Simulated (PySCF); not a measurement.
Isomers of C8H11N3, one GFN2-xTB conformer each. Single-point energies are computed at PBE0/pcSseg-1 (PySCF, gas phase, no added dispersion term), electronic only.

```csv
SMILES,GFN2-xTB relative energy (kJ/mol)
C=Cn1nc(C)c(C2CC2)n1,168.2
C#Cc1cnn([C@H](C)CC)n1,227.9
CCCCn1ccc(C#N)n1,138.0
c1ncnc(C2CCCC2)n1,0.0
C=CCn1ncc(C2CC2)n1,208.1
CC(C)(C)n1ccc(C#N)n1,119.1
C#Cc1nn(CC)nc1CC,220.8
CC[C@H](C)n1nccc1C#N,121.7
```

Conformers: `[CH2:1]=[CH:2][n:3]1[n:4][c:5]([CH3:6])[c:7]([CH:8]2[CH2:9][CH2:10]2)[n:11]1` with C1–C2–N3–N4 178°, C5–C7–C8–C9 -145°; `[CH:1]#[C:2][c:3]1[cH:4][n:5][n:6]([C@H:7]([CH3:8])[CH2:9][CH3:10])[n:11]1` with N5–N6–C7–C8 -116°, N6–C7–C9–C10 -64°; `[CH3:1][CH2:2][CH2:3][CH2:4][n:5]1[cH:6][cH:7][c:8]([C:9]#[N:10])[n:11]1` with C1–C2–C3–C4 -179°, C2–C3–C4–N5 -65°, C3–C4–N5–C6 101°; `[cH:1]1[n:2][cH:3][n:4][c:5]([CH:6]2[CH2:7][CH2:8][CH2:9][CH2:10]2)[n:11]1` with N4–C5–C6–C7 -67°, C5–C6–C7–C8 156°, C6–C7–C8–C9 -43°, C7–C8–C9–C10 35°, C8–C9–C10–C6 -14°; `[CH2:1]=[CH:2][CH2:3][n:4]1[n:5][cH:6][c:7]([CH:8]2[CH2:9][CH2:10]2)[n:11]1` with C1–C2–C3–N4 -122°, C2–C3–N4–N5 90°, C6–C7–C8–C9 30°; `[CH:1]#[C:2][c:3]1[n:4][n:5]([CH2:6][CH3:7])[n:8][c:9]1[CH2:10][CH3:11]` with N4–N5–C6–C7 86°, N8–C9–C10–C11 106°; `[CH3:1][CH2:2][C@H:3]([CH3:4])[n:5]1[n:6][cH:7][cH:8][c:9]1[C:10]#[N:11]` with C1–C2–C3–C4 -175°, C2–C3–N5–N6 60°.

**Question.** What does PBE0/pcSseg-1 give for the same structures?

**Answer.** 
```json
{"SMILES": "c1ncnc(C2CCCC2)n1", "PBE0/pcSseg-1 E (Eh)": "-475.11802", "PBE0/pcSseg-1 (kJ/mol)": "0.0", "GFN2-xTB (kJ/mol)": "0.0", "point group": "C1"}
{"SMILES": "CC[C@H](C)n1nccc1C#N", "PBE0/pcSseg-1 E (Eh)": "-475.08644", "PBE0/pcSseg-1 (kJ/mol)": "82.9", "GFN2-xTB (kJ/mol)": "121.7", "point group": "C1"}
{"SMILES": "CC(C)(C)n1ccc(C#N)n1", "PBE0/pcSseg-1 E (Eh)": "-475.08588", "PBE0/pcSseg-1 (kJ/mol)": "84.4", "GFN2-xTB (kJ/mol)": "119.1", "point group": "Cs"}
{"SMILES": "CCCCn1ccc(C#N)n1", "PBE0/pcSseg-1 E (Eh)": "-475.08292", "PBE0/pcSseg-1 (kJ/mol)": "92.2", "GFN2-xTB (kJ/mol)": "138.0", "point group": "C1"}
{"SMILES": "C=Cn1nc(C)c(C2CC2)n1", "PBE0/pcSseg-1 E (Eh)": "-475.04490", "PBE0/pcSseg-1 (kJ/mol)": "192.0", "GFN2-xTB (kJ/mol)": "168.2", "point group": "near Cs"}
{"SMILES": "C=CCn1ncc(C2CC2)n1", "PBE0/pcSseg-1 E (Eh)": "-475.03123", "PBE0/pcSseg-1 (kJ/mol)": "227.9", "GFN2-xTB (kJ/mol)": "208.1", "point group": "C1"}
{"SMILES": "C#Cc1nn(CC)nc1CC", "PBE0/pcSseg-1 E (Eh)": "-475.02575", "PBE0/pcSseg-1 (kJ/mol)": "242.3", "GFN2-xTB (kJ/mol)": "220.8", "point group": "C1"}
{"SMILES": "C#Cc1cnn([C@H](C)CC)n1", "PBE0/pcSseg-1 E (Eh)": "-475.02200", "PBE0/pcSseg-1 (kJ/mol)": "252.1", "GFN2-xTB (kJ/mol)": "227.9", "point group": "C1"}
```

Both levels put the same isomer lowest; measured from each level's own lowest isomer, the values differ by up to 45.8 kJ/mol (CCCCn1ccc(C#N)n1: 138.0 against 92.2). As drawn, the highest has a C≡C bond and an N–N linkage, which the lowest lacks. Neighbours under 10 kJ/mol apart (CC[C@H](C)n1nccc1C#N and CC(C)(C)n1ccc(C#N)n1; CC(C)(C)n1ccc(C#N)n1 and CCCCn1ccc(C#N)n1; C#Cc1nn(CC)nc1CC and C#Cc1cnn([C@H](C)CC)n1) can change places with a better method, another conformer or zero-point energy.

**Question.** Which frontier levels, dipoles and rotational constants go with these structures?

**Answer.** 
| SMILES | HOMO (eV, PBE0/pcSseg-1) | LUMO (eV) | dipole (D) | A, B, C (MHz) |
| --- | --- | --- | --- | --- |
| c1ncnc(C2CCCC2)n1 | -7.77 | -1.42 | 1.07 | 3135, 672.3, 638.0 |
| CC[C@H](C)n1nccc1C#N | -7.70 | -1.16 | 2.47 | 1327, 1026, 820.7 |
| CC(C)(C)n1ccc(C#N)n1 | -7.57 | -0.63 | 7.02 | 2563, 678.4, 608.2 |
| CCCCn1ccc(C#N)n1 | -7.67 | -0.77 | 6.90 | 2223, 555.3, 527.5 |
| C=Cn1nc(C)c(C2CC2)n1 | -6.44 | -0.89 | 1.36 | 1588, 908.8, 607.6 |
| C=CCn1ncc(C2CC2)n1 | -6.89 | -0.14 | 0.37 | 3641, 523.1, 510.6 |
| C#Cc1nn(CC)nc1CC | -6.90 | -0.54 | 0.96 | 1758, 772.3, 600.3 |
| C#Cc1cnn([C@H](C)CC)n1 | -7.10 | -0.59 | 1.04 | 2060, 669.8, 653.4 |
